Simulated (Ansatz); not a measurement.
H$_{6}$InNOSi at its PBE0-D4/def2-TZVP geometry, where that method's forces vanish. The species carries charge 0 and has multiplicity 1. In takes the def2 core potential. The bonds changed during the relaxation, so this is another structure than the one it started from.

```xyz
10

N    -0.5812    0.4495    1.0013
Si   -0.4138   -0.3042   -0.6596
In    1.5542   -0.2682    1.8777
O     1.4357    0.2379   -0.2680
H    -1.5019    0.3088    1.3982
H    -0.4198    1.4516    0.9598
H    -0.2857    0.4559   -1.9382
H    -1.9076   -0.6092   -0.7640
H     0.0562   -1.7274   -0.6523
H     2.0640    0.0052   -0.9548
```

Q: What forces (eV/Å) does ωB97M-V/def2-TZVPP give on these atoms in Ansatz? (An estimate is asked.)

A: Ansatz gave: 
```
N1  -0.031  0.020  0.060
Si2 -0.136 -0.101 -0.185
In3 -0.008  0.005 -0.023
O4   0.088 -0.029 -0.016
H5   0.031  0.024 -0.026
H6  -0.006 -0.023  0.010
H7  -0.010 -0.071  0.132
H8   0.123  0.018  0.008
H9  -0.026  0.132  0.011
H10 -0.023  0.026  0.028
```
